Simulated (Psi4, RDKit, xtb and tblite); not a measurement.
Internal rotation in SMILES C=C[SiH2][SiH2][GeH3]. Scanned: dihedral C1–C2–Si3–Si4 and dihedral C2–Si3–Si4–Ge5; all other coordinates were relaxed at GFN2-xTB. GFN2-xTB can order the conformers of Si and Ge chains otherwise than DFT does. Points at φ and −φ are mirror images. Heavy atoms are numbered in the order of the SMILES C=C[SiH2][SiH2][GeH3], hydrogens after them in the order of the atoms that carry them; the mirror image has the same energies with the sign of each dihedral reversed.

- GFN2-xTB (xtb and tblite)
- PBE/def2-SVP // GFN2-xTB (Psi4)
- PBE-D3(BJ)/def2-SVP // GFN2-xTB (Psi4)
- UFF // GFN2-xTB (RDKit)

Energies in kJ/mol at chosen points (x: dihedral C1–C2–Si3–Si4 (°); y: dihedral C2–Si3–Si4–Ge5 (°)), relative to x = -60, y = 60:

| method | (0, -90) | (-150, 30) | (60, 60) | (-120, 150) | (180, 30) | (120, 60) | (150, 60) |
|---|---|---|---|---|---|---|---|
| GFN2-xTB | 2.1 | 3.4 | 3.4 | 3.0 | 3.9 | 1.9 | 3.6 |
| PBE/def2-SVP | -0.8 | 1.8 | -0.9 | -2.6 | 5.7 | -4.7 | -0.5 |
| PBE-D3(BJ)/def2-SVP | 0.4 | 3.1 | 0.5 | 0.4 | 7.0 | -2.8 | 1.4 |
| UFF | 11.4 | 9.5 | 0.4 | 10.1 | 5.3 | 6.4 | 6.9 |
